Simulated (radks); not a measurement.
All-electron atom: Ru+ in [Kr] 4d7 (the NIST ground configuration).

Calculated with a radial shooting solver on a logarithmic mesh with Libxc functionals: scalar-relativistic Kohn-Sham, r2SCAN, spin-unpolarised, spherical densities, finite nucleus; meta-GGA in the generalised Kohn-Sham scheme; Fermi nuclear charge, rms radius 4.4809 fm.

Energy parts (eV):
part                       energy
total                 -123295.842
kinetic                127501.037
electron-nucleus      -297111.717
Hartree                 49952.909
exchange-correlation    -3638.071

Orbitals (lengths in bohr, moments of r in powers of bohr; <r^-3> diverges for s and p1/2; r(max) is where P^2 peaks):
1s: occ. 2; eigenvalue (eV) -21990.51; <r^2> 0.001510; r(max) 0.02172
2s: occ. 2; eigenvalue (eV) -3180.867; <r^2> 0.02499; r(max) 0.1228
2p: occ. 6; eigenvalue (eV) -2846.897; <r^2> 0.01970; r(max) 0.09826; <r^-3> 3001
3s: occ. 2; eigenvalue (eV) -571.6930; <r^2> 0.1847; r(max) 0.3610
3p: occ. 6; eigenvalue (eV) -460.9353; <r^2> 0.1882; r(max) 0.3546; <r^-3> 516.4
3d: occ. 10; eigenvalue (eV) -283.2161; <r^2> 0.1767; r(max) 0.3019; <r^-3> 69.24
4s: occ. 2; eigenvalue (eV) -85.8412; <r^2> 1.188; r(max) 0.9169
4p: occ. 6; eigenvalue (eV) -55.1655; <r^2> 1.470; r(max) 0.9847; <r^-3> 76.79
4d: occ. 7; eigenvalue (eV) -12.5008; <r^2> 3.255; r(max) 1.212; <r^-3> 5.482

The highest occupied level is 4d at -12.501 eV. For comparison, the ionisation energy in NIST's Atomic Spectra Database is 16.8 eV (semi-empirical). In exact Kohn-Sham theory the highest level is minus the ionisation energy, but local and semilocal functionals leave it too shallow, through self-interaction and a potential that decays too fast; potentials with the right tail come closer. Summed over all electrons, <r^2> = 37.42 bohr^2, which gives a Langevin (diamagnetic) susceptibility term of -29.6 x 10^-6 cm^3/mol.

Beside tabulated values, note that spin-unpolarised runs miss the spin-polarisation part of the exchange energy of open shells.
